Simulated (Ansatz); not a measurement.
Species: N-germyl-N-methylethanamine, C₃H₁₁GeN, net charge 0, singlet state. 
Coordinates optimised at B3LYP-D3(BJ)/def2-TZVP (Ansatz, a program for electronic structure):
```xyz
16

C      2.3849    -0.0002    -0.2707
C      1.3470    -1.1065    -0.1619
N     -0.0063    -0.6758    -0.4928
C     -0.9269    -1.8017    -0.5410
Ge    -0.6752     0.8542     0.3220
H      3.3848    -0.4120    -0.1257
H      2.2405     0.7748     0.4848
H      2.3439     0.4721    -1.2534
H      1.6123    -1.9097    -0.8598
H      1.3938    -1.5538     0.8466
H     -1.9236    -1.4694    -0.8327
H     -0.5853    -2.5247    -1.2894
H     -1.0140    -2.3395     0.4173
H      0.1054     2.0849    -0.1612
H     -2.1476     0.9439    -0.1083
H     -0.5882     0.7805     1.8696
```

Total electronic energies in hartree. Correlated levels leave the core frozen unless marked. Spin-orbit coupling is left out. The frozen core is the preceding noble-gas configuration, with the filled d and f shells of earlier blocks. Non-relativistic. CBS marks a two-point X^-3 extrapolation of the correlation energy; Hartree-Fock from the larger set. The bracket is a focal-point correction in the basis named.

```json
[
 {"level": "PBE-D4/def2-TZVPD", "program": "Ansatz + dftd4", "energy (Eh)": "-2252.19094"},
 {"level": "PBE0/def2-TZVP", "program": "Ansatz", "energy (Eh)": "-2252.26273"},
 {"level": "r2SCANh-D4/def2-TZVPD", "program": "Ansatz + dftd4", "energy (Eh)": "[?]"},
 {"level": "B2GP-PLYP-D3(BJ)/def2-TZVPD", "program": "Ansatz + dftd3", "energy (Eh)": "[?]"},
 {"level": "PBE-QIDH/def2-TZVPD", "program": "Ansatz", "energy (Eh)": "-2251.85799"},
 {"level": "RI-MP2/cc-pVQZ", "program": "Ansatz", "energy (Eh)": "-2250.85168"},
 {"level": "RI-MP2/CBS(aug-cc-pVTZ,aug-cc-pVQZ)", "program": "Ansatz", "energy (Eh)": "-2250.8937"},
 {"level": "SCS-MP2/cc-pVDZ", "program": "Ansatz", "energy (Eh)": "-2250.49806"},
 {"level": "SCS-MP2/cc-pVTZ", "program": "Ansatz", "energy (Eh)": "-2250.79314"},
 {"level": "CCSD/6-31G*", "program": "Ansatz", "energy (Eh)": "-2250.21318"},
 {"level": "CCSD(T)/6-31G*", "program": "Ansatz", "energy (Eh)": "-2250.23387"},
 {"level": "CCSD(T)/aug-cc-pVDZ", "program": "Ansatz", "energy (Eh)": "-2250.63440"},
 {"level": "RI-MP2/CBS(cc-pVTZ,cc-pVQZ)+[CCSD(T)-MP2]/cc-pVDZ", "program": "Ansatz", "energy (Eh)": "-2250.9874"},
 {"level": "RI-MP2/CBS(aug-cc-pVTZ,aug-cc-pVQZ)+[CCSD(T)-MP2]/aug-cc-pVTZ", "program": "Ansatz", "energy (Eh)": "-2250.9890"},
 {"level": "CCSD(T)/CBS(cc-pVTZ,cc-pVQZ)", "program": "Ansatz", "energy (Eh)": "-2250.9760"}
]
```

Problem. Fill in the missing entries.

Solution. 
- r2SCANh-D4/def2-TZVPD, energy (Eh): -2252.61224
- B2GP-PLYP-D3(BJ)/def2-TZVPD, energy (Eh): -2251.98253
